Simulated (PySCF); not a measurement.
## The 15-electron isoelectronic series, spin-free X2C

Calculated with PySCF 2.14 from differences of total energies of unrestricted determinants, without spin-orbit coupling. Each ion has its own even-tempered basis scaled to its charge (18s12p4d4f for the first); frozen: 1s2. Ionisation energies in eV, correlation energies of the ion in mhartree.

```tsv
ion	configuration	UHF	LDA	PBE	PBE0	r2SCAN	MP2 (outer shells)	CCSD (outer shells)	E_corr MP2	E_corr CCSD(T)	NIST (with spin-orbit, Breit and QED)
Ba(41+)	[Ne] 3s2 3p3 (4S)	3125.0	3125.2	3125.8	3126.0	3126.9	3125.5	3125.3	-522.5	-537.1	3081 ± 4 (t)
La(42+)	[Ne] 3s2 3p3 (4S)	3268.3	3268.5	3269.1	3269.3	3270.2	3268.8	3268.6	-523.3	-537.5	3222 ± 4 (t)
Ce(43+)	[Ne] 3s2 3p3 (4S)	3415.0	3415.2	3415.9	3416.0	3417.0	3415.6	3415.4	-524.5	-538.5	3366 ± 4 (t)
Pr(44+)	[Ne] 3s2 3p3 (4S)	3565.1	3565.3	3565.9	3566.1	3567.1	3565.6	3565.5	-526.2	-539.9	3512 ± 4 (t)
Nd(45+)	[Ne] 3s2 3p3 (4S)	3718.6	3718.7	3719.4	3719.6	3720.6	3719.1	3719.0	-527.9	-541.4	3662 ± 4 (t)
Pm(46+)	[Ne] 3s2 3p3 (4S)	3875.5	3875.6	3876.3	3876.5	3877.5	3876.0	3875.9	-529.6	-542.9	3816 ± 4 (t)
Sm(47+)	[Ne] 3s2 3p3 (4S)	4035.8	4035.8	4036.6	4036.7	4037.7	4036.3	4036.2	-531.4	-544.6	3971 ± 4 (t)
Eu(48+)	[Ne] 3s2 3p3 (4S)	4199.6	4199.6	4200.4	4200.6	4201.6	4200.2	4200.0	-533.5	-546.6	4131 ± 4 (t)
Gd(49+)	[Ne] 3s2 3p3 (4S)	4366.8	4366.7	4367.6	4367.7	4368.8	4367.4	4367.2	-535.7	-548.7	4294 ± 4 (t)
Tb(50+)	[Ne] 3s2 3p3 (4S)	4537.6	4537.5	4538.3	4538.5	4539.6	4538.2	4538.0	-538.4	-551.2	4460 ± 4 (t)
```

Each ion has its own basis, which adds noise of up to about 0.1 % along the series.

NIST values marked (s) are semi-empirical, (t) theoretical. Open shells are high-spin determinants of the terms that Hund's rules give; for the heavier ions, far from LS coupling, these are not the ground levels.

Spin-orbit coupling of the open shells is absent from the calculated values and included in NIST's; it grows fast with Z.
